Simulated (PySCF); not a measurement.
# SMILES C=C(/C(=C/C#C)F)F, C6H4F2

Molfile (atoms numbered from 1):
```
C6H4F2
     RDKit          3D

 12 11  0  0  0  0  0  0  0  0999 V2000
    3.4232   -0.2443    0.3625 C   0  0  0  0  0  0  0  0  0  0  0  0
    2.2901    0.0826    0.0735 C   0  0  0  0  0  0  0  0  0  0  0  0
    0.9899    0.5012   -0.2882 C   0  0  0  0  0  0  0  0  0  0  0  0
   -0.1400   -0.1324    0.0807 C   0  0  0  0  0  0  0  0  0  0  0  0
   -0.1039   -1.2244    0.8306 F   0  0  0  0  0  0  0  0  0  0  0  0
   -1.4861    0.2880   -0.2852 C   0  0  0  0  0  0  0  0  0  0  0  0
   -2.6121   -0.3298    0.0757 C   0  0  0  0  0  0  0  0  0  0  0  0
   -1.5070    1.3859   -1.0410 F   0  0  0  0  0  0  0  0  0  0  0  0
    4.4200   -0.5460    0.6260 H   0  0  0  0  0  0  0  0  0  0  0  0
    0.8747    1.3940   -0.9075 H   0  0  0  0  0  0  0  0  0  0  0  0
   -2.5587   -1.2241    0.6943 H   0  0  0  0  0  0  0  0  0  0  0  0
   -3.5808    0.0547   -0.2447 H   0  0  0  0  0  0  0  0  0  0  0  0
  1  2  3  0
  2  3  1  0
  3  4  2  0
  4  5  1  0
  4  6  1  0
  6  7  2  0
  6  8  1  0
  1  9  1  0
  3 10  1  0
  7 11  1  0
  7 12  1  0
M  END
```

The calculation used TDDFT CAM-B3LYP/aug-cc-pVDZ excited states, vertical, gas phase (PySCF 2.14.0). Geometry: PBE0-D3(BJ)/def2-SVP.

(1) Give the one- and two-photon strengths of the lowest singlets.

Answers

(1) δ for parallel linear polarisation; σ at the peak of a Lorentzian of half width 0.1 eV, single beam; Ω is circular over linear.
```csv
state,E (eV),f,photon λ (nm),δ (au),σ (GM),Ω,main
S1,4.84,0.751,512,131,1.12,0.69,HOMO→LUMO 0.94
S2,5.13,0.000,484,0.11,0.00,1.50,HOMO−1→LUMO 0.90
S3,5.83,0.002,426,5.71,0.07,1.50,"HOMO→LUMO+1 0.40, HOMO→LUMO+5 0.21"
S4,6.18,0.009,401,33,0.46,1.50,"HOMO→LUMO+1 0.44, HOMO→LUMO+5 0.32"
S5,6.26,0.124,396,1680,24.18,0.76,HOMO−2→LUMO 0.85
S6,6.60,0.000,376,507,8.10,1.50,HOMO→LUMO+2 0.81
```

Among these, the strongest one-photon state is S1, the strongest two-photon state S5, with a dipole change of 1.9 D (relaxed, norm of the difference vector).
